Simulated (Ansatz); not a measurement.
Two isomers of C2H8GeSi: A = `C=C[SiH2][GeH3]`, B = `C=[C]([SiH3])[GeH3]`.

Calculated with Ansatz (gas phase, PBE0-D4/def2-TZVP geometries, no zero-point term in ΔE). CCSD(T)/CBS adds triple-zeta CCSD(T) − MP2 to the extrapolated MP2 energy (def2 sets, frozen cores). Functionals use def2-TZVPP. B3LYP here is the variant with VWN-RPA as its local correlation; programs differ in this. For Ge outer-core shells are correlated without core-valence functions, which leaves a few kJ/mol of doubt a bond. Scalar relativity is left out up to krypton. One conformer a species, not always the lowest.

A:

Z-matrix (Å, degrees):
```
Si
C 1 1.860
Ge 1 2.382 2 110.6
H 1 1.489 2 108.9 3 -120.5
H 1 1.490 2 110.6 3 119.8
C 2 1.330 1 123.3 3 113.9
H 2 1.089 1 118.5 3 -64.6
H 3 1.540 1 110.5 2 57.2
H 3 1.539 1 110.7 2 -62.4
H 3 1.539 1 111.3 2 177.2
H 6 1.086 2 122.1 1 -178.7
H 6 1.086 2 121.7 1 1.4
```

B:

```xyz
12

C    -1.3579   -0.9550   -0.0891
C    -0.2799   -0.1703   -0.0356
Si   -0.2134    1.4036   -1.0283
Ge    1.2194   -0.6953    1.0939
H    -1.4378   -1.8834    0.4746
H    -2.2219   -0.7069   -0.7042
H     0.9352    1.3713   -1.9744
H    -0.0200    2.5746   -0.1301
H    -1.4801    1.5678   -1.7917
H     0.8707   -2.0261    1.7827
H     1.4929    0.3848    2.1552
H     2.4928   -0.8652    0.2469
```

Which is lower in electronic energy at CCSD(T)/CBS, and by how much? (Estimate.)

Computed: A, by 23.9 kJ/mol.

Give E(B) − E(A) in kJ/mol with r2SCAN-D4, PBE0-D4, CCSD(T)/def2-TZVPP, B3LYP, MP2/def2-TZVPP, HF/def2-TZVPP, B2PLYP. (Estimate.)

The calculation gave: r2SCAN-D4 31.8, PBE0-D4 33.7, CCSD(T)/def2-TZVPP 21.9, B3LYP 32.3, MP2/def2-TZVPP 16.6, HF/def2-TZVPP 23.0, B2PLYP 26.1. None reverses the order clearly.

Largest T1 diagnostic: 0.012.

The D4 term adds −3.7 kJ/mol with B3LYP and −1.8 kJ/mol with PBE0; it sums over pairs of atoms, weighted by their polarisabilities, and B3LYP, whose exchange is more repulsive, gets the larger term.
